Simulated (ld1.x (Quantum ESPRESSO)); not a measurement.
Tl: TM pseudisation with PBE, fully relativistic reference atom.

| Item | Value |
| --- | --- |
| Element | thallium |
| Generator | ld1.x (Quantum ESPRESSO) 7.5 |
| Type | norm-conserving Troullier–Martins (Kleinman–Bylander form) |
| Functional | PBE |
| Relativity | fully relativistic |
| Frozen core | [Kr] 4d10 4f14 5s2 |
| Valence charge | 19 |
| Reference configuration | 5p6 5d10 6s2 6p1 |
| Partial waves | 6s (bound): rc 1.46 bohr; 5p (bound): rc 1.65 bohr; 5d (bound): rc 1.40 bohr |
| Local potential | the d channel |
| Core correction | Bessel-smoothed model core, default radius (core density twice the valence density) |

Open shells are filled in proportion to 2j + 1 (rel_dist='average').

Occupied shells without a wave of their own: 6p. They enter only through the test configuration that unscreens the potential, and ld1.x also counts them in the model core charge.

All-electron outer shells of the reference configuration (PBE, scalar-relativistic, ld1.x):

| shell | level (eV) | outermost node (bohr) | outermost maximum (bohr) |
| --- | --- | --- | --- |
| 5s | -131.00 | 0.46 | 0.80 |
| 4f | -114.03 | – | 0.36 |
| 5p | -76.10 | 0.50 | 0.91 |
| 5d | -15.49 | 0.53 | 1.11 |
| 6s | -9.55 | 1.04 | 2.08 |
| 6p | -2.37 | 1.23 | 2.91 |

Results:

```
Cutoffs needed           : 90 Ry and 160 Ry (the cutoffs (Ry, on a coarse ladder) from which the occupation-weighted sum of valence levels, in a spherical-Bessel basis at the reference potential, stays within 10 and 1 mRy of its value at 400 Ry)
Ghost test               : ghost state, extra bound levels that the all-electron valence spectrum of the same l lacks: s at -52.0 eV; a true bound ghost makes a file unfit for plane-wave use (spherical-Bessel basis up to 400 Ry, 20 bohr box)
Largest excitation error : -1103 meV (all-electron minus pseudo) for 5p6 5d9 6s0 6p0, out of 7 test configurations
```

Note: ghost state, extra bound levels that the all-electron valence spectrum of the same l lacks: s at -52.0 eV. A true bound ghost makes a file unfit for plane-wave use. The potential misses its own reference levels by up to 1.4 eV, so it is not fit for use. ld1.x takes every shell without a wave as core, so the model core holds the 6p electrons as well and exchange and correlation see them twice. This cancels in the reference configuration, but the file is broken for other ones, and its errors say nothing about a proper core correction.

Generation and tests took about 2.5 s on one core of a shared server CPU.
